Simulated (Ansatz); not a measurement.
Species: HgI₂, net charge 1, doublet state. SMILES of the parent species: [I][Hg][I]

Atoms: Hg1, I2, I3. Bonds: Hg1-I2, Hg1-I3.

Bond lengths (Å) and angles (degrees) optimised at HF/LANL2DZ with Ansatz (a first-principles code); PBE/LANL2DZ with Ansatz; B3LYP/LANL2DZ with Ansatz; MP2/LANL2DZ with Ansatz, each started from the B3LYP-D3(BJ)/def2-TZVP structure (Ansatz) of the last column. A row stands for all coordinates that are equal there. No wavenumbers were computed at PBE/LANL2DZ, MP2/LANL2DZ, so these may be saddle points.

```
coordinate      HF/LANL2DZ  PBE/LANL2DZ  B3LYP/LANL2DZ     MP2/LANL2DZ  B3LYP-D3(BJ)/def2-TZVP
----------  --------------  -----------  -------------  --------------  ----------------------
Hg1-I2      2.631 to 2.905        2.796          2.782  2.620 to 2.844                   2.612
I2-Hg1-I3            180.0        180.0          180.0           180.0                   180.0
```

A range marks coordinates that this level makes unequal.

Mean signed difference of all 2 bond lengths from B3LYP-D3(BJ)/def2-TZVP: HF/LANL2DZ 0.156 Å, PBE/LANL2DZ 0.183 Å, B3LYP/LANL2DZ 0.170 Å, MP2/LANL2DZ 0.120 Å.
